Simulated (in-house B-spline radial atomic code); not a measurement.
Orbital energies and mean radii along the 1-electron series, configuration 1s1. The effective charge is n√(-2ε), a non-relativistic measure. Computed with a radial B-spline atomic code at the basis-set limit: Dirac-Hartree-Fock, average of the configuration, finite nuclei.

```tsv
ion	Z	energy of 1s1/2 (Eh)	mean radius of 1s1/2 (bohr)	effective charge of 1s1/2
Er67+	68	-2474.54	0.020126	70.35
Tm68+	69	?	?	?
Yb69+	70	-2634.13	0.01943	72.583
Lu70+	71	?	?	?
Hf71+	72	-2799.99	0.018769	74.833
Ta72+	73	-2885.34	0.01845	75.965
W73+	74	-2972.32	0.018138	77.101
```

(1) Fill in the row of Tm68+.

(2) Fill in the row of Lu70+.

(3) How does the screening of 1s1/2 change?

Results:

(1) energy of 1s1/2 (Eh): -2553.57; mean radius of 1s1/2 (bohr): 0.019773; effective charge of 1s1/2: 71.464.

(2) energy of 1s1/2 (Eh): -2716.25; mean radius of 1s1/2 (bohr): 0.019095; effective charge of 1s1/2: 73.706.

(3) Z less the effective charge goes from -2.35 at Z = 68 to -3.10 at Z = 74.
